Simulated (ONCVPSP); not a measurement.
# Ag, ONCV: configuration errors across variants

silver, optimised norm-conserving Vanderbilt (ONCV), made with ONCVPSP 4.0.1 (PBEsol, scalar-relativistic). Core [Ar] 3d10, reference 4s2 4p6 4d10 5s1. Waves: 4s+5s: rc 1.55 bohr, ncon 4, nbas 8, qcut 6.4 1/bohr, 2 projectors; 4p: rc 1.65 bohr, ncon 4, nbas 9, qcut 10 1/bohr, 1 projector; 4d: rc 1.75 bohr, ncon 4, nbas 9, qcut 8.7 1/bohr, 2 projectors, debl 1.6 Ha. Local part: polynomial inside 1.05 bohr (lpopt 3, dvloc0 6 Ha). Core correction: Teter function fitted to the true core (icmod 2), fcfact 0.25.

All-electron excitation energies from the reference (eV): (1) 4s2 4p6 4d10 5s0 7.746; (2) 4s2 4p6 4d9 5s0 29.860; (3) 4s2 4p6 4d8 5s0 66.042; (4) 4s2 4p6 4d9 5s1 5p1 8.607.

Errors AE − PS in meV (a dash: test not solved or not reliable):

```csv
change,(1),(2),(3),(4),bound ghosts,GHOST(+) flags above zero
base,-2.0,-3.4,+5.6,+41,none,none
"local potential polynomial inside 1.05 bohr (lpopt 3, dvloc0 4 Ha)",-2.0,-3.2,+6.6,+70,none,none
"core correction Teter function fitted to the true core (icmod 2), fcfact 0.52",-2.0,-3.4,+5.5,+41,none,none
d: qcut 9.4,-2.1,-3.7,+1.7,+41,none,none
d: qcut 8,-1.8,-2.9,+11,+42,none,none
"core correction polynomial model core, fcfact 0.6",-2.1,-3.4,+5.6,+41,none,none
```

Give the same row for: all radii but the core radius scaled by about 1.11 (s 1.72, p 1.84, d 1.94 bohr); local potential polynomial inside 1.16 bohr (lpopt 3, dvloc0 6 Ha).

-1.9, -2.0, +22, +76; bound ghosts: none; GHOST(+) flags above zero: none.
